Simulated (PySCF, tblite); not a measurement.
Compound: C6H10FNSi2.
Cartesian coordinates in Å at the GFN2-xTB level; atoms count from 1:
```
atom  x, y, z in Å
C1    -2.2733    1.6853   -0.5150
C2    -1.0900    1.1763   -0.1890
C3    -0.8443   -0.2245    0.1143
C4     0.3637   -0.6597    0.5133
C5     1.5958    0.1559    0.7148
Si6    2.5703    0.2405   -0.9584
C7     2.4496   -0.4463    1.6907
N8     3.1412   -0.9459    2.4540
Si9   -2.2376   -1.4899   -0.0605
F10   -3.4563   -1.0837    0.9159
H11   -2.3940    2.7341   -0.7282
H12   -3.1632    1.0824   -0.5698
H13   -0.2377    1.8440   -0.1487
H14    0.5043   -1.7165    0.7020
H15    1.3662    1.1715    1.0460
H16    1.6672    0.8634   -1.9246
H17    3.7661    1.0496   -0.7325
H18    2.9086   -1.1239   -1.3509
H19   -2.8301   -1.5054   -1.3920
H20   -1.8118   -2.7967    0.4155
```

Theory: PBE0/pcSseg-1 in PySCF (dipole) on a GFN2-xTB geometry, gas phase.

Take the most abundant isotopes and a rigid rotor. The values belong to one conformer with, in the numbering `[CH2:1]=[CH:2]/[C:3](=[CH:4]\[C@H:5]([SiH3:6])[C:7]#[N:8])[SiH2:9][F:10]`, C1–C2–C3–C4 -176°, C3–C4–C5–Si6 -89°, C2–C3–Si9–F10 -60°.

Question: What are A, B and C (MHz)?

Answer: Ia = 335.82, Ib = 1035.97, Ic = 1187.50 u·Å²; 505379 MHz·u·Å²/I gives A = 1505, B = 487.8, C = 425.6 MHz.

Question: Classify the top.

Answer: An asymmetric top; Ray's κ = -0.885.

Question: What does the inertial defect say?

Answer: Not planar: Δ = Ic − Ia − Ib = -184.29 u·Å². For a rigid frame Δ = −2 Σ m c², so Σ m c² = 92.14 u·Å² lies off the ab plane: 17.65 from hydrogen and 74.49 from heavier atoms. The atom farthest from that plane is 2.07 Å away.

Question: Give the other two planar moments, Paa and Pbb, and the rms extents of the mass along the axes.

Answer: Paa = Σ m a² = (Ib + Ic − Ia)/2 = 943.82 and Pbb = Σ m b² = (Ia + Ic − Ib)/2 = 243.68 u·Å². With the mass M = 171.03 u, the rms extents √(P/M) along a, b and c are 2.35, 1.19, 0.73 Å.

Question: List the rotational levels J(Ka,Kc) to J = 5 (MHz).

Answer: Above 0(0,0):
J = 1: 1(0,1) 913, 1(1,1) 1930, 1(1,0) 1993
J = 2: 2(0,2) 2737, 2(1,2) 3695, 2(1,1) 3882, 2(2,1) 6933, 2(2,0) 6936
J = 3: 3(0,3) 5467, 3(1,3) 6340, 3(1,2) 6714, 3(2,2) 9673, 3(2,1) 9687, 3(3,1) 14916, 3(3,0) 14916
J = 4: 4(0,4) 9093, 4(1,4) 9864, 4(1,3) 10486, 4(2,3) 13325, 4(2,2) 13366, 4(3,2) 18575, 4(3,1) 18575, 4(4,1) 25907, 4(4,0) 25907
J = 5: 5(0,5) 13606, 5(1,5) 14264, 5(1,4) 15196, 5(2,4) 17886, 5(2,3) 17981, 5(3,3) 23151, 5(3,2) 23153, 5(4,2) 30481, 5(4,1) 30481, 5(5,1) 39909, 5(5,0) 39909
Those of J = 1 are B + C, A + C and A + B.

Question: Which lines would a microwave search look for?

Answer: The dipole components are |μa| = 0.64 D, |μb| = 4.04 D, |μc| = 1.41 D. The squared components, which scale the intensities, stand as 0.02 : 1.00 : 0.12 (a : b : c). Some lines, for components of 0.1 D or more:

```json
{"type": "a", "branch": "Q", "J(Ka,Kc)": "3(1,2) ← 3(1,3)", "MHz": "373", "lower level (cm⁻¹)": "0.211"}
{"type": "b", "branch": "R", "J(Ka,Kc)": "2(0,2) ← 1(1,1)", "MHz": "807", "lower level (cm⁻¹)": "0.064"}
{"type": "c", "branch": "Q", "J(Ka,Kc)": "3(1,3) ← 3(0,3)", "MHz": "874", "lower level (cm⁻¹)": "0.182"}
{"type": "c", "branch": "Q", "J(Ka,Kc)": "1(1,1) ← 1(0,1)", "MHz": "1017", "lower level (cm⁻¹)": "0.030"}
{"type": "b", "branch": "Q", "J(Ka,Kc)": "3(1,2) ← 3(0,3)", "MHz": "1247", "lower level (cm⁻¹)": "0.182"}
{"type": "a", "branch": "R", "J(Ka,Kc)": "2(1,2) ← 1(1,1)", "MHz": "1765", "lower level (cm⁻¹)": "0.064"}
{"type": "b", "branch": "R", "J(Ka,Kc)": "1(1,1) ← 0(0,0)", "MHz": "1930", "lower level (cm⁻¹)": "0.000"}
{"type": "c", "branch": "R", "J(Ka,Kc)": "1(1,0) ← 0(0,0)", "MHz": "1993", "lower level (cm⁻¹)": "0.000"}
{"type": "a", "branch": "R", "J(Ka,Kc)": "3(2,2) ← 2(2,1)", "MHz": "2740", "lower level (cm⁻¹)": "0.231"}
{"type": "b", "branch": "R", "J(Ka,Kc)": "2(1,2) ← 1(0,1)", "MHz": "2782", "lower level (cm⁻¹)": "0.030"}
{"type": "a", "branch": "R", "J(Ka,Kc)": "3(1,2) ← 2(1,1)", "MHz": "2832", "lower level (cm⁻¹)": "0.129"}
{"type": "c", "branch": "Q", "J(Ka,Kc)": "3(2,2) ← 3(1,2)", "MHz": "2960", "lower level (cm⁻¹)": "0.224"}
{"type": "c", "branch": "R", "J(Ka,Kc)": "2(1,1) ← 1(0,1)", "MHz": "2968", "lower level (cm⁻¹)": "0.030"}
{"type": "b", "branch": "Q", "J(Ka,Kc)": "3(2,1) ← 3(1,2)", "MHz": "2973", "lower level (cm⁻¹)": "0.224"}
{"type": "c", "branch": "Q", "J(Ka,Kc)": "2(2,1) ← 2(1,1)", "MHz": "3051", "lower level (cm⁻¹)": "0.129"}
{"type": "b", "branch": "Q", "J(Ka,Kc)": "2(2,1) ← 2(1,2)", "MHz": "3238", "lower level (cm⁻¹)": "0.123"}
{"type": "b", "branch": "R", "J(Ka,Kc)": "3(1,3) ← 2(0,2)", "MHz": "3603", "lower level (cm⁻¹)": "0.091"}
{"type": "b", "branch": "R", "J(Ka,Kc)": "2(2,1) ← 1(1,0)", "MHz": "4940", "lower level (cm⁻¹)": "0.066"}
{"type": "b", "branch": "R", "J(Ka,Kc)": "2(2,0) ← 1(1,1)", "MHz": "5005", "lower level (cm⁻¹)": "0.064"}
{"type": "b", "branch": "Q", "J(Ka,Kc)": "3(3,0) ← 3(2,1)", "MHz": "5229", "lower level (cm⁻¹)": "0.323"}
{"type": "b", "branch": "Q", "J(Ka,Kc)": "3(3,1) ← 3(2,2)", "MHz": "5243", "lower level (cm⁻¹)": "0.323"}
{"type": "b", "branch": "R", "J(Ka,Kc)": "3(2,2) ← 2(1,1)", "MHz": "5791", "lower level (cm⁻¹)": "0.129"}
{"type": "c", "branch": "R", "J(Ka,Kc)": "3(2,1) ← 2(1,1)", "MHz": "5805", "lower level (cm⁻¹)": "0.129"}
{"type": "c", "branch": "R", "J(Ka,Kc)": "3(2,2) ← 2(1,2)", "MHz": "5978", "lower level (cm⁻¹)": "0.123"}
{"type": "c", "branch": "R", "J(Ka,Kc)": "3(3,0) ← 2(2,0)", "MHz": "7980", "lower level (cm⁻¹)": "0.231"}
{"type": "c", "branch": "R", "J(Ka,Kc)": "3(3,1) ← 2(2,1)", "MHz": "7983", "lower level (cm⁻¹)": "0.231"}
{"type": "b", "branch": "R", "J(Ka,Kc)": "3(3,0) ← 2(2,1)", "MHz": "7983", "lower level (cm⁻¹)": "0.231"}
```

Question: Estimate the classical rotational partition function at 10 K, 50 K and 500 K.

Answer: Point group C1, symmetry number σ = 1; q = (√π/σ)·√((kT/h)³/(ABC)), k/h = 20836.6 MHz/K: 9540 at 10 K, 107000 at 50 K, 3370000 at 500 K.

Its GFN2-xTB frequencies are all real (lowest 17 cm⁻¹). These are rigid-rotor constants of the computed structure; measured ground-state constants (B0) also hold zero-point vibration. A rigid rotor knows nothing of internal rotation, which can split or shift real lines. Quadrupole hyperfine structure (14N) is left out.
